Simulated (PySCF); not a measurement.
Cost of excited-state runs on `BP[SiH2]OC`, CH₈BOPSi

Bonds (- single, = double, # triple, : aromatic): B1-P2 1.855 Å, P2-Si3 2.236 Å, Si3-O4 1.659 Å, O4-C5 1.400 Å. B1 carries H6, H7; P2 carries H8; Si3 carries H9, H10; C5 carries H11, H12, H13.

PySCF with density fitting, on 1 thread of an AMD EPYC 9R45 96-Core, shared host. Command: `OMP_NUM_THREADS=1 python excited_run.py task.json out`

Problem. How long does each of these runs take, and how much memory?
- magnetisability and related constants, B3LYP/pcseg-1; IEF-PCM methanol
- magnetisability and related constants, PBE0/pcSseg-1; isotopologues
- magnetisability and related constants, BP86/pcSseg-0; damping 0.2

Solution. 
| run | level | basis functions | wall time | peak memory (GiB) |
| --- | --- | --- | --- | --- |
| magnetisability and related constants | B3LYP/pcseg-1 | 118 | 5.9 s | 0.62 |
| magnetisability and related constants | PBE0/pcSseg-1 | 139 | 7.2 s | 0.77 |
| magnetisability and related constants | BP86/pcSseg-0 | 69 | 4 s | 0.42 |

Times from a shared host are rough.
